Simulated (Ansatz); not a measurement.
C4H8BF, SMILES C=CB(F)CC. Atoms are numbered in the order given.

```xyz
14

B     -0.1138    -0.4142     0.2161
F      0.1701    -1.0184     1.3750
C      1.0345     0.3739    -0.5134
C      2.4459     0.1206     0.0028
H      0.7742     1.4464    -0.4103
H      0.9707     0.1881    -1.6002
H      2.7410    -0.9314    -0.1344
H      2.5240     0.3351     1.0792
H      3.1920     0.7418    -0.5158
C     -1.5871    -0.5253    -0.2824
C     -2.0160    -0.0062    -1.4417
H     -2.3141    -1.0548     0.3473
H     -3.0557    -0.0890    -1.7766
H     -1.3383     0.5308    -2.1150
```
Charge 0, spin multiplicity 1.

Coordinates come from a PBE0-D3(BJ)/def2-SVP optimisation. Other conformers were not sampled.

Two levels are set side by side: PBE-D3(BJ)/def2-SVP (Ansatz, an electronic-structure program) and PBE0-D3(BJ)/def2-SVP (Ansatz). Each level has its own optimised geometry; the coordinates shown are those of the second. Differences are taken from unrounded values.

| quantity | PBE0-D3(BJ) |
|---|---|
| mean bond length (Å) | 1.241 |
| bond B1–F2 (Å) | 1.337 |
| bond B1–C3 (Å) | 1.572 |
| bond B1–C10 (Å) | 1.559 |
| bond C3–C4 (Å) | 1.524 |
| bond C10–C11 (Å) | 1.341 |
| bond C3–H5 (Å) | 1.108 |
| bond C3–H6 (Å) | 1.104 |
| bond C4–H7 (Å) | 1.101 |
| bond C4–H8 (Å) | 1.100 |
| bond C4–H9 (Å) | 1.101 |
| bond C10–H12 (Å) | 1.098 |
| bond C11–H13 (Å) | 1.096 |
| bond C11–H14 (Å) | 1.096 |

Question: What does PBE-D3(BJ) give, and how far is it from PBE0-D3(BJ)? (An estimate is asked for; the answer gives what the named calculation found.)

Answer: 
```tsv
quantity	PBE-D3(BJ)	PBE-D3(BJ) minus PBE0-D3(BJ)
mean bond length (Å)	1.250	0.008
bond B1–F2 (Å)	1.350	0.013
bond B1–C3 (Å)	1.579	0.006
bond B1–C10 (Å)	1.564	0.004
bond C3–C4 (Å)	1.533	0.009
bond C10–C11 (Å)	1.352	0.011
bond C3–H5 (Å)	1.117	0.009
bond C3–H6 (Å)	1.113	0.009
bond C4–H7 (Å)	1.109	0.008
bond C4–H8 (Å)	1.109	0.008
bond C4–H9 (Å)	1.109	0.008
bond C10–H12 (Å)	1.106	0.009
bond C11–H13 (Å)	1.104	0.008
bond C11–H14 (Å)	1.104	0.008
```

GGA bonds tend to be longer and softer than those of functionals with exact exchange. Differences between two approximate levels are no errors against the true value.
